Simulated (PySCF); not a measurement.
Ionisation energy of F(8+) by level of theory

F(8+) 1s1 [1s1/2^1, M_J = 1/2] → F(9+) (bare nucleus), as a difference of total energies. Computed with PySCF 2.14 in an uncontracted even-tempered set (15 s from 3.9 bohr⁻², ratio 2.4; 8 p from 5.1 bohr⁻², ratio 2.4; 3 d from 15 bohr⁻², ratio 2.6; 3 f from 22 bohr⁻², ratio 2.6), with the two-component X2C-1e Hamiltonian. "Screened" scales the spin-orbit matrix elements by Boettger's factors to mimic the two-electron term; Breit and QED terms are absent.

```json
{"method": "GHF (screened spin-orbit)", "ionisation energy (eV)": "1103.3"}
{"method": "GHF (bare spin-orbit)", "ionisation energy (eV)": "1103.3"}
```

For comparison: 1103.1 eV (theoretical estimate listed by NIST; NIST Atomic Spectra Database, ionization energies).
